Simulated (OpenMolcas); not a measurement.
d8 ions of charge +2 down a group on the Ca site of CaF2

* Program: OpenMolcas 26.06
* Method: SS-CASPT2, IPEA 0.25 Eh, imaginary shift 0.1 Eh
* Spin-orbit coupling: RASSI with atomic mean-field integrals over the reference wave functions

The d shell is active; CASPT2 correlates the ligand valence shells and the outer metal core. Each dopant is a cluster with its nearest anions in model potentials and point charges, with no relaxation. Distances were set from a Shannon-type radius of the metal (high-spin where two are listed) plus a fixed donor radius (F 1.31 Å), in hosts weighted 0.65 to 0.35 with the host's distance in the model lattice. Ligand basis ANO-RCC-VDZP, DKH2 Hamiltonian. States (labels of O, the rotations of Oh). Energies in cm-1 above the lowest state or level, χT in cm3 K/mol; under a threefold ground state the first gap can be a small split of the lowest multiplet, not the spin-orbit step; 10Dq and B are least-squares fits to the states below 45000 cm-1, weighted by degeneracy, with a free offset, and given where the rms deviation is under 5 % of |10Dq| (or 100 cm-1) and under 700 cm-1; 10Dq is negative for this site. Spin-only χT is S(S+1) / 2 for the spin of the ground state.

```tsv
Ion	Shell	R (Å)	Metal basis	Ground state	First state of that spin	10Dq	B (rms of fit)	First gap with spin-orbit (degeneracies)	χT at 300 K	First state of another spin	Spin-only χT
Ni2+	3d8	2.212	ANO-RCC-VTZP	3T1	3T2 2600			370 (1, 3)	2.591	1T2 12470	1.000
Pd2+	4d8	2.323	ANO-RCC-VTZP	3T1	3T2 6250	-8217	635 (378)	840 (1, 3)	1.568	1T2 8920	1.000
Pt2+	5d8	2.284	ANO-RCC-VTZP	3T1	3T2 9650	-11499	546 (325)	2130 (1, 3)	0.651	1T2 8120	1.000
```

|10Dq| changes by a factor of 11499 / 8217 = 1.40 from Pd2+ to Pt2+.

B goes from 635 cm-1 (Pd2+) to 546 cm-1 (Pt2+).

Every ion keeps the highest spin of its shell. χT departs most from the spin-only value for Ni2+, by +1.591 cm3 K/mol.

Roots that are degenerate in the reference are averaged as groups; the widest CASPT2 spread within a group is 870 cm-1 (the 3-fold group of multiplicity 1 near 24200 cm-1 above the lowest state of its run, Ni2+). Shifts and gaps below about the spread of the groups concerned are not significant. Over all roots computed the reference weight is 0.68 to 0.69 in Ni2+, 0.67 to 0.68 in Pd2+, 0.67 to 0.68 in Pt2+; a low but even weight reflects the number of correlated electrons. Ligand-to-metal charge-transfer states are missing. An orbital triplet at a regular site is open to Jahn-Teller coupling, which can distort the site and quench the lowest spin-orbit gaps and is left out (holds for Ni2+; Pd2+). A single d shell leaves out the double-shell effect, which counts most for late 3d ions, where the CASPT2 field can be off either way by tens of per cent (holds for Ni2+). These CASPT2 states fit no ligand-field parameters well, so their order and spin gaps are uncertain (holds for Ni2+). For late 3d ions with one d shell CASPT2 can put B and the spin-flip bands somewhat low as well as high (holds for Ni2+). With one d shell and no ligand orbital active, 10Dq can be off by tens of per cent for divalent 3d ions, low with halides held by bare charges and at times high in hosts (holds for Ni2+). Free-ion shares, where given, are those of the reference states; single-state CASPT2 does not remix them (holds for Ni2+; Pd2+). Real 4d8 and 5d8 ions are as a rule square planar and diamagnetic (holds for Pd2+; Pt2+). With no ligand orbital active B as a rule stays too high, so bands that hang on it stand too high and its fall with covalency is understated (holds for Pd2+; Pt2+). With one d shell and no ligand orbital active, 10Dq can be off by a tenth or more (holds for Pd2+; Pt2+). No measured value stands beside these numbers; the geometry was set by hand and not optimised.
